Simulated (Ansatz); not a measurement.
X2Al-Y-SiH3: B3LYP-D4/def2-TZVP single points in Ansatz on relaxed structures, gas phase. Binding counts from free atoms in the multiplicity of their measured ground term, without zero-point energy. The structures are stationary points that may keep the symmetry of their start.

Q: Estimate the order by binding per atom (eV), lowest first.
A. (F)2Al-S-SiH3 (AlSiH3SF2) (singlet)
B. (F)2Al-O-SiH3 (AlSiOF2H3) (singlet)
C. (OH)2Al-O-SiH3 (AlSiO3H5) (singlet)
D. (F)2Al-NH-SiH3 (AlSiNF2H4) (singlet)

A: A (3.62), D (3.75), C (3.87), B (3.98).

In full:

```csv
species,atoms,state,geometry,HOMO (eV),LUMO (eV),gap (eV),binding per atom (eV),point group (within 0.1 Å)
(F)2Al-O-SiH3 (AlSiOF2H3),8,singlet,PBE0-D4/def2-SVP,-8.95,-1.63,7.32,3.98,Cs
(F)2Al-S-SiH3 (AlSiH3SF2),8,singlet,r2SCAN-D4/def2-SVP,-7.92,-1.54,6.38,3.62,Cs
(F)2Al-NH-SiH3 (AlSiNF2H4),9,singlet,PBE-D4/def2-SVP,-7.88,-1.40,6.48,3.75,Cs
(OH)2Al-O-SiH3 (AlSiO3H5),10,singlet,PBE0-D4/def2-SVP,-8.49,-1.00,7.50,3.87,–
```

The gap (eV) runs from 6.38 ((F)2Al-S-SiH3) to 7.50 ((OH)2Al-O-SiH3).
